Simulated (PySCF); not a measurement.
Compound: C3H7FOSi.
Numbering: `[CH3:1][O:2][C@@:3]1([F:4])[CH2:5][SiH2:6]1` (hydrogens: H7, H8, H9 on C1; H10, H11 on C5; H12, H13 on Si6)

The same species was optimised twice, with GFN2-xTB and with PBE0-D3(BJ)/def2-SVP (PySCF), and the same property calculations (PySCF, gas phase) were run on both structures.

```json
{"coordinate": "C3–Si6 (Å)", "GFN2-xTB": "1.896", "PBE0-D3(BJ)/def2-SVP": "1.875", "change": "-0.021"}
{"coordinate": "C3–F4 (Å)", "GFN2-xTB": "1.393", "PBE0-D3(BJ)/def2-SVP": "1.372", "change": "-0.021"}
{"coordinate": "C1–O2 (Å)", "GFN2-xTB": "1.423", "PBE0-D3(BJ)/def2-SVP": "1.413", "change": "-0.010"}
{"coordinate": "C5–Si6 (Å)", "GFN2-xTB": "1.893", "PBE0-D3(BJ)/def2-SVP": "1.883", "change": "-0.010"}
{"coordinate": "C3–C5 (Å)", "GFN2-xTB": "1.533", "PBE0-D3(BJ)/def2-SVP": "1.526", "change": "-0.007"}
{"coordinate": "O2–C3 (Å)", "GFN2-xTB": "1.366", "PBE0-D3(BJ)/def2-SVP": "1.359", "change": "-0.007"}
{"coordinate": "O2–C3–C5 (°)", "GFN2-xTB": "120.1", "PBE0-D3(BJ)/def2-SVP": "118.8", "change": "-1.3"}
{"coordinate": "F4–C3–Si6 (°)", "GFN2-xTB": "119.7", "PBE0-D3(BJ)/def2-SVP": "118.5", "change": "-1.2"}
{"coordinate": "O2–C3–F4 (°)", "GFN2-xTB": "111.0", "PBE0-D3(BJ)/def2-SVP": "112.0", "change": "+1.0"}
{"coordinate": "O2–C3–Si6 (°)", "GFN2-xTB": "120.4", "PBE0-D3(BJ)/def2-SVP": "121.0", "change": "+0.6"}
{"coordinate": "C1–O2–C3 (°)", "GFN2-xTB": "115.0", "PBE0-D3(BJ)/def2-SVP": "114.6", "change": "-0.4"}
{"coordinate": "C3–C5–Si6 (°)", "GFN2-xTB": "66.2", "PBE0-D3(BJ)/def2-SVP": "65.8", "change": "-0.4"}
{"coordinate": "C5–C3–Si6 (°)", "GFN2-xTB": "66.0", "PBE0-D3(BJ)/def2-SVP": "66.3", "change": "+0.3"}
{"coordinate": "C3–Si6–C5 (°)", "GFN2-xTB": "47.7", "PBE0-D3(BJ)/def2-SVP": "47.9", "change": "+0.2"}
{"coordinate": "C1–O2–C3–F4 (°)", "GFN2-xTB": "-66", "PBE0-D3(BJ)/def2-SVP": "-67", "change": "-1"}
```

Rotational constants: A = 4950, B = 2090, C = 1858 MHz (GFN2-xTB) against A = 5020, B = 2120, C = 1886 MHz (PBE0-D3(BJ)/def2-SVP). Point groups within 0.08 Å: C1 and C1.

On the GFN2-xTB structure: HOMO (eV) -6.93 [PBE0/pcSseg-1]; LUMO (eV) -0.01 [PBE0/pcSseg-1]; dipole (D) 1.83 [PBE0/pcSseg-1]; GIAO shielding of C1 (ppm) 133.8 [PBE0/pcSseg-1]; GIAO shielding of O2 (ppm) 259.1 [PBE0/pcSseg-1]; GIAO shielding of C3 (ppm) 70.1 [PBE0/pcSseg-1]; GIAO shielding of F4 (ppm) 334.0 [PBE0/pcSseg-1]; GIAO shielding of C5 (ppm) 180.8 [PBE0/pcSseg-1]; GIAO shielding of Si6 (ppm) 474.3 [PBE0/pcSseg-1].

What do these properties become on the PBE0-D3(BJ)/def2-SVP structure?

| property | level | on GFN2-xTB | on PBE0-D3(BJ)/def2-SVP | change |
| --- | --- | --- | --- | --- |
| HOMO (eV) | PBE0/pcSseg-1 | -6.93 | -7.03 | -0.10 |
| LUMO (eV) | PBE0/pcSseg-1 | -0.01 | 0.05 | +0.06 |
| dipole (D) | PBE0/pcSseg-1 | 1.83 | 1.71 | -0.12 |
| energy, GFN2-xTB geometry as zero (kcal/mol) | PBE0/pcSseg-1 | 0.0 | -1.2 | -1.2 |
| GIAO shielding of C1 (ppm) | PBE0/pcSseg-1 | 133.8 | 134.1 | +0.3 |
| GIAO shielding of O2 (ppm) | PBE0/pcSseg-1 | 259.1 | 264.1 | +5.0 |
| GIAO shielding of C3 (ppm) | PBE0/pcSseg-1 | 70.1 | 74.6 | +4.5 |
| GIAO shielding of F4 (ppm) | PBE0/pcSseg-1 | 334.0 | 337.9 | +3.9 |
| GIAO shielding of C5 (ppm) | PBE0/pcSseg-1 | 180.8 | 180.6 | -0.2 |
| GIAO shielding of Si6 (ppm) | PBE0/pcSseg-1 | 474.3 | 467.2 | -7.1 |

The heavy atoms differ by 0.022 Å rms after alignment. Among bonds between heavy atoms C3–F4 and C3–Si6 change most and about equally (-0.021 Å). Changes are differences of the printed values. Neither structure is proved a minimum here.

Shape of the structure used: `[CH3:1][O:2][C@@:3]1([F:4])[CH2:5][SiH2:6]1`: C1–O2–C3–F4 -67°.
